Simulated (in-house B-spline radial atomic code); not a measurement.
Ionising Ru II (Ru+) with different functionals

Computed with an all-electron radial atomic-structure program (B-spline basis): four-component Dirac-Coulomb Hamiltonian, Fermi nucleus of rms radius 4.4809 fm, spin-restricted, spherical fractional occupations for the functionals. The ionisation energy is the difference of two self-consistent energies, [Kr] 4d7 → [Kr] 4d6, without Breit or QED terms; ε is the level of the shell that loses the electron (mean over j). The electron is taken from both j subshells in proportion to 2j + 1, so the result is a j average, not the step between ground levels.

Hybrids are left out here: with spherical fractional occupations of an open shell their exact exchange keeps a self-interaction that integer-occupation calculations don't have.

```
           method  rung  ΔSCF (eV)  -ε(4d) (eV)
         LDA VWN5   LDA      18.44        12.81
 relativistic LDA   LDA      18.45        12.81
         LDA PW92   LDA      18.44        12.80
LDA exchange-only   LDA      17.05        11.50
              PBE   GGA          ?            ?
           PBEsol   GGA      18.18        12.55
             BLYP   GGA      18.12        12.49
             RPBE   GGA      18.10        12.46
             PW91   GGA      18.26        12.61
             BP86   GGA          ?            ?
             AM05   GGA      18.16        12.52
             OLYP   GGA      18.12        12.42
```

**Question.** What does BP86 give?

**Answer.** ΔSCF 18.30 eV, and -ε(4d) = 12.67 eV.

**Question.** What does PBE give?

**Answer.** ΔSCF 18.19 eV, and -ε(4d) = 12.54 eV.

**Question.** How do they compare with the NIST value?

**Answer.** NIST lists 16.76 eV ± 0.06 (semi-empirical, ground level to ground level). Errors run from +0.29 to +1.69 eV. The correlated functionals all miss on the same side by more than they spread, so the cause is common to them (Breit-QED terms, spin polarisation, the choice among j levels, multiplet and fine-structure energies, or a listed next ion that isn't the cheapest removal here) and closeness doesn't rank the functionals.
